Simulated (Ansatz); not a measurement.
Frontier orbitals of C$_{3}$H$_{8}$Cl$_{3}$HfN, SMILES `CC[N](C)[Hf]([Cl])([Cl])[Cl]`.

```xyz
16

C     2.062   -0.190   -0.407
C     0.664   -0.421   -0.956
N    -0.395    0.040   -0.077
C    -0.499    1.481    0.060
Hf   -1.768   -0.944    0.959
Cl   -3.864   -0.247    0.155
Cl   -1.393   -3.232    0.635
Cl   -1.529   -0.298    3.207
H     2.189   -0.699    0.552
H     2.808   -0.582   -1.103
H     2.273    0.871   -0.261
H     0.560    0.079   -1.930
H     0.519   -1.489   -1.138
H     0.381    1.918    0.543
H    -0.644    1.959   -0.917
H    -1.364    1.754    0.678
```

Charge 0, multiplicity 1. Correlated methods include outer-core shells of Hf, which these sets cover unevenly. Hf: def2 effective core potential. The geometry is a stationary point of PBE0-D4/def2-TZVP. It is one conformer, not always the lowest. Basis def2-TZVPP, Ansatz 0.2.0.

Orbital energies of one run (eV). Highest occupied ones, from the top: -8.44, -10.37, -10.52, -10.67, -10.71, -11.11, -11.22, -11.33, -11.71, -11.77, -11.87, -12.29, -12.30, -13.12. Empty: -0.37, -0.14, 0.15, 0.51, 0.68, 0.75.

(1) Which functional gave them?
A. BHLYP
B. r2SCANh
C. revPBE
D. PBE0

Answers

(1) A. HOMO energies: BHLYP -8.44, r2SCANh -6.73, PBE0 -7.27, revPBE -5.95 eV.
